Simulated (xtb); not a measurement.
xtb input (GFN1-xTB):

```bash
xtb mol.xyz --gfn 1 --sp --chrg 1 --uhf 0
```
mol.xyz:
```
2

Pb    -0.00000000    -0.00000000    -0.75131942
Br     0.00000000     0.00000000     1.76023406
```

Output:

```
           -------------------------------------------------
          |                Calculation Setup                |
           -------------------------------------------------

           -------------------------------------------------
          |                 G F N 1 - x T B                 |
           -------------------------------------------------

        Reference                      10.1021/acs.jctc.7b00118
      * Hamiltonian:
        H0-scaling (s, p, d)           1.850000    2.250000    2.000000
        zeta-weighting                 0.000000
      * Dispersion:
        s8                             2.400000
        a1                             0.630000
        a2                             5.000000
        s9                             0.000000
      * Repulsion:
        kExp                           1.500000
        rExp                           1.000000
      * Coulomb:
        alpha                          2.000000
        third order                    atomic
        anisotropic                    false
      * Halogen bond correction:
        rad-scale                      1.300000
        damping                        0.440000

          ...................................................
          :                      SETUP                      :
          :.................................................:
          :  # basis functions                  14          :
          :  # atomic orbitals                  13          :
          :  # shells                            5          :
          :  # electrons                        10          :
          :  # halogen bonds                     0          :
          :  max. iterations                   250          :
          :  Hamiltonian                  GFN1-xTB          :
          :  restarted?                      false          :
          :  GBSA solvation                  false          :
          :  PC potential                    false          :
          :  electronic temp.          300.0000000     K    :
          :  accuracy                    1.0000000          :
          :  -> integral cutoff          0.2500000E+02      :
          :  -> integral neglect         0.1000000E-07      :
          :  -> SCF convergence          0.1000000E-05 Eh   :
          :  -> wf. convergence          0.2000000E-04 e    :
          :  Broyden damping             0.4000000          :
          :  net charge                          1          :
          :  unpaired electrons                  0          :
          ...................................................

 iter      E             dE          RMSdq      gap      omega  full diag
   1     -5.1039122 -0.510391E+01  0.436E+00    3.05       0.0  T
   2     -5.0726832  0.312290E-01  0.606E+00    4.34       1.0  T
   3     -5.0806154 -0.793215E-02  0.572E+00    4.23       1.0  T
   4     -5.0772360  0.337932E-02  0.359E+00    2.80       1.0  T
   5     -5.1206563 -0.434202E-01  0.626E-02    3.34       1.1  T
   6     -5.1196040  0.105232E-02  0.552E-01    3.24       1.0  T
   7     -5.1206560 -0.105198E-02  0.210E-02    3.34       3.4  T
   8     -5.1206547  0.130093E-05  0.240E-02    3.34       2.9  T
   9     -5.1206560 -0.135357E-05  0.142E-02    3.34       5.0  T
  10     -5.1206567 -0.708557E-06  0.519E-04    3.34     136.2  T
  11     -5.1206567 -0.975743E-09  0.626E-07    3.34  100000.0  T
  12     -5.1206567  0.150990E-13  0.170E-08    3.34  100000.0  T

   *** convergence criteria satisfied after 12 iterations ***

         #    Occupation            Energy/Eh            Energy/eV
      -------------------------------------------------------------
         1        2.0000           -1.0248149             -27.8866
         2        2.0000           -0.9256295             -25.1877
         3        2.0000           -0.6767414             -18.4151
         4        2.0000           -0.6683606             -18.1870
         5        2.0000           -0.6683606             -18.1870 (HOMO)
         6                         -0.5455857             -14.8461 (LUMO)
         7                         -0.5455857             -14.8461
         8                         -0.3970469             -10.8042
         9                         -0.3135739              -8.5328
        10                         -0.3135739              -8.5328
       ...                                ...                  ...
        13                         -0.1533126              -4.1718
      -------------------------------------------------------------
                  HL-Gap            0.1227749 Eh            3.3409 eV
             Fermi-level           -0.6069731 Eh          -16.5166 eV

 SCC (total)                   0 d,  0 h,  0 min,  0.004 sec
 SCC setup                      ...        0 min,  0.000 sec (  2.822%)
 Dispersion                     ...        0 min,  0.000 sec (  0.921%)
 classical contributions        ...        0 min,  0.000 sec (  0.447%)
 integral evaluation            ...        0 min,  0.001 sec ( 24.045%)
 iterations                     ...        0 min,  0.002 sec ( 46.005%)
 molecular gradient             ...        0 min,  0.001 sec ( 20.763%)
 printout                       ...        0 min,  0.000 sec (  4.414%)

         :::::::::::::::::::::::::::::::::::::::::::::::::::::
         ::                     SUMMARY                     ::
         :::::::::::::::::::::::::::::::::::::::::::::::::::::
         :: total energy              -5.111711544715 Eh    ::
         :: gradient norm              0.014859344962 Eh/a0 ::
         :: HOMO-LUMO gap              3.340874876923 eV    ::
         ::.................................................::
         :: SCC energy                -5.120656716316 Eh    ::
         :: -> electrostatic           0.149660570262 Eh    ::
         :: repulsion energy           0.009384943557 Eh    ::
         :: dispersion energy         -0.000439771956 Eh    ::
         :: halogen bond corr.         0.000000000000 Eh    ::
         :: add. restraining           0.000000000000 Eh    ::
         :: total charge               1.000000000000 e     ::
         :::::::::::::::::::::::::::::::::::::::::::::::::::::

           -------------------------------------------------
          |                Property Printout                |
           -------------------------------------------------

    * Orbital Energies and Occupations

         #    Occupation            Energy/Eh            Energy/eV
      -------------------------------------------------------------
         1        2.0000           -1.0248149             -27.8866
         2        2.0000           -0.9256295             -25.1877
         3        2.0000           -0.6767414             -18.4151
         4        2.0000           -0.6683606             -18.1870
         5        2.0000           -0.6683606             -18.1870 (HOMO)
         6                         -0.5455857             -14.8461 (LUMO)
         7                         -0.5455857             -14.8461
         8                         -0.3970469             -10.8042
         9                         -0.3135739              -8.5328
        10                         -0.3135739              -8.5328
        11                         -0.2866414              -7.7999
        12                         -0.2866414              -7.7999
        13                         -0.1533126              -4.1718
      -------------------------------------------------------------
                  HL-Gap            0.1227749 Eh            3.3409 eV
             Fermi-level           -0.6069731 Eh          -16.5166 eV

  Mulliken/CM5 charges         n(s)   n(p)   n(d)
     1Pb    0.97243  0.97714   1.997  1.031  0.000
     2Br    0.02757  0.02286   1.947  5.039 -0.014
Note: The following floating-point exceptions are signalling: IEEE_DENORMAL
normal termination of xtb

Wiberg/Mayer (AO) data.
largest (>0.10) Wiberg bond orders for each atom

 ---------------------------------------------------------------------------
     #   Z sym  total        # sym  WBO       # sym  WBO       # sym  WBO
 ---------------------------------------------------------------------------
     1  82 Pb   1.565 --     2 Br   1.565
     2  35 Br   1.565 --     1 Pb   1.565
 ---------------------------------------------------------------------------

Topologies differ in total number of bonds
Writing topology from bond orders to xtbtopo.mol

 dipole moment from electron density (au)
     X       Y       Z
   0.0000  -0.0000  -1.9253  total (Debye):    4.894

           -------------------------------------------------
          | TOTAL ENERGY               -5.111711544715 Eh   |
          | GRADIENT NORM               0.014859344962 Eh/α |
          | HOMO-LUMO GAP               3.340874876923 eV   |
           -------------------------------------------------

------------------------------------------------------------------------
------------------------------------------------------------------------
 total:
 SCF:
```
